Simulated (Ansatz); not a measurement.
Cost and result for the atomization energy of BrF₂H₃Si₂, SMILES `F[SiH2][SiH](F)Br` (8 atoms, 7 bonds).

```xyz
8

F     0.614   -1.976    0.918
Si   -0.510   -0.854    0.703
Si    0.459    0.914   -0.506
F    -0.644    2.057   -0.685
Br    1.038    0.169   -2.505
H    -1.634   -1.442   -0.065
H    -0.980   -0.405    2.038
H     1.657    1.537    0.102
```

The species carries charge 0 and has multiplicity 1. Correlated methods include outer-core shells of Br, which these sets cover unevenly. Scalar relativity is left out up to krypton. Geometry: relaxed with PBE0-D4/def2-TZVP. It is one conformer, not always the lowest. Program: Ansatz. All runs use 4 threads of an AMD EPYC 9R45 on a shared host. Times are those of one run each, without the atoms' runs, and a repeat can differ threefold. Electronic energies, without spin–orbit coupling; frozen cores. CCSD(T)/CBS adds CCSD(T) − MP2 in def2-TZVPP to the MP2 limit, and its time is that of the two runs behind it. T1 = 0.011. With those shells the extrapolation isn't a true limit. B3LYP takes the VWN-RPA correlation (the form of Gaussian; ORCA's B3LYP/G).

CCSD(T)/CBS is a level of theory with its own doubt, some kJ/mol a heavy atom from the limit and from the frozen cores, so smaller differences don't rank the functionals.

```
                            level  functions  wall time
           LDA (SPW92)/def2-TZVPP        236      0.5 s
             revPBE-D4/def2-TZVPP        236     0.75 s
  PBE-D4/def2-TZVPP (with forces)        236      0.9 s
               PBE0-D4/def2-TZVPP        236      1.2 s
              BHLYP-D4/def2-TZVPP        236      1.2 s
B3LYP-D4/def2-TZVPP (with forces)        236      1.8 s
            r2SCANh-D4/def2-TZVPP        236      1.8 s
                B2PLYP/def2-TZVPP        236      1.9 s
                 CCSD(T)/def2-SVP        111      2.5 s
 ωB97M-V/def2-TZVPP (with forces)        236      3.8 s
                   MP2/def2-QZVPP        433        7 s
               CCSD(T)/def2-TZVPP        236       52 s
                CCSD(T)/CBS(def2)          –       59 s
```

(1) What atomization energy does each give, and how far from CCSD(T)/CBS? (Estimate.)

## Answers

(1) Computed: 
```tsv
level	atomization (kcal/mol)	difference from CCSD(T)/CBS	per bond
LDA (SPW92)/def2-TZVPP	730.5	77.8	11.1
revPBE-D4/def2-TZVPP	632.0	-20.7	-3.0
PBE-D4/def2-TZVPP (with forces)	648.1	-4.6	-0.7
PBE0-D4/def2-TZVPP	638.3	-14.4	-2.1
BHLYP-D4/def2-TZVPP	627.3	-25.4	-3.6
B3LYP-D4/def2-TZVPP (with forces)	641.5	-11.2	-1.6
r2SCANh-D4/def2-TZVPP	644.1	-8.6	-1.2
B2PLYP/def2-TZVPP	637.3	-15.4	-2.2
CCSD(T)/def2-SVP	589.6	-63.1	-9.0
ωB97M-V/def2-TZVPP (with forces)	645.9	-6.8	-1.0
MP2/def2-QZVPP	660.2	7.5	1.1
CCSD(T)/def2-TZVPP	630.0	-22.7	-3.2
CCSD(T)/CBS(def2)	652.7	0.0	0.0
```

From BLYP to BHLYP (50 % exact exchange), in def2-TZVPP and without D4, the atomization energy moves by −9.0 kcal/mol: exact exchange takes away binding that semilocal exchange gives to molecules. In def2-TZVPP, CCSD(T) changes the Hartree–Fock value by +143.1 kcal/mol (the triples alone add +8.9 kcal/mol) and MP2 by +159.5 kcal/mol; breaking electron pairs costs correlation energy, which Hartree–Fock lacks. Leaving LDA and LC-ωPBE aside and taking each functional with its dispersion term where it has one, the values, not all of them listed here, spread over 24.3 kcal/mol, from BHLYP-D4 to ωB97X-V. LDA lies +87.3 kcal/mol from PBE without D4, its usual overbinding.
